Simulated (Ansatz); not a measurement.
Basis-set extrapolation for `OCBCl` (PBE0-D4/def2-TZVP geometry, frozen core, Ansatz 0.2.0). Multiplicity 1, RHF reference.

```tsv
	def2-TZVPP	def2-QZVPP
HF	-599.337498	-599.356865
MP2 correlation	-0.701629	-0.758475
CCSD(T) correlation	-0.768674	not run
```

Energies in hartree. Use E(X) = E(∞) + A·exp(−7.88·√X) for Hartree–Fock and E(X) = E(∞) + B·X^(−2.97) for correlation, with X = 3 and 4, and add CCSD(T) minus MP2 of the smaller set to the MP2 limit.

**Question.** What is the CCSD(T) energy at the basis-set limit?

**Answer.** HF limit: -599.356865 + (-0.019367) × 0.13774 = -599.35953. MP2 limit: -0.758475 + (-0.056846) × 0.74074 = -0.80058. Higher-order term: -0.768674 − (-0.701629) = -0.06705. Total: -600.22716 hartree, 317.7 kJ/mol below CCSD(T)/def2-TZVPP.
